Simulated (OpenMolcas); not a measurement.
d1 ions of charge +4 down a group on the Ga site of K2NaGaF6

| Item | Value |
| --- | --- |
| Program | OpenMolcas |
| Method | SS-CASPT2, IPEA 0.25 Eh, imaginary shift 0.1 Eh |
| Spin-orbit coupling | state interaction with AMFI integrals over the reference wave functions |

The d shell is active; CASPT2 correlates the ligand valence shells and the outer metal core. Each dopant is a cluster with its nearest anions in model potentials and point charges, with no relaxation and no local charge compensation. Distances were set from a Shannon-type radius of the metal (high-spin where two are listed) plus a fixed donor radius (F 1.31 Å), in hosts weighted 0.65 to 0.35 with the host's distance in the model lattice. Ligand basis ANO-RCC-VDZP, DKH2 Hamiltonian. States (labels of O, the rotations of Oh). Energies in cm-1 above the lowest state or level, χT in cm3 K/mol; under a threefold ground state the first gap can be a small split of the lowest multiplet, not the spin-orbit step; 10Dq is the gap between the two states. Spin-only χT is S(S+1) / 2 for the spin of the ground state.

```csv
Ion,Shell,R (Å),Metal basis,Ground state,First state of that spin,10Dq,First gap with spin-orbit (degeneracies),χT at 300 K,Spin-only χT
V4+,3d1,1.907,ANO-RCC-VTZP,2T2,2E 21640,21644,"330 (4, 2)",0.364,0.375
Nb4+,4d1,1.972,ANO-RCC-VTZP,2T2,2E 34470,34466,"970 (4, 2)",0.152,0.375
```

|10Dq| changes by a factor of 34466 / 21644 = 1.59 from V4+ to Nb4+.

χT departs most from the spin-only value for Nb4+, by -0.223 cm3 K/mol.

Roots that are degenerate in the reference are averaged as groups; the widest CASPT2 spread within a group is 61 cm-1 (the 3-fold group of multiplicity 2 near 0 cm-1 above the lowest state of its run, Nb4+). Shifts and gaps below about the spread of the groups concerned are not significant. Over all roots computed the reference weight is 0.71 to 0.72 in V4+, 0.73 in Nb4+; a low but even weight reflects the number of correlated electrons. An orbital triplet at a regular site is open to Jahn-Teller coupling, which can distort the site and quench the lowest spin-orbit gaps and is left out. Ligand-to-metal charge-transfer states are missing. With one d shell and no ligand orbital active, 10Dq can be off by a tenth or more. The least metal-like active orbital is 82 % on the metal (Löwdin) and no ligand orbital is active, so the numbers are rough (holds for V4+). The least metal-like active orbital is 79 % on the metal (Löwdin) and no ligand orbital is active, so the numbers are rough (holds for Nb4+). No measured value stands beside these numbers; the geometry was set by hand and not optimised.
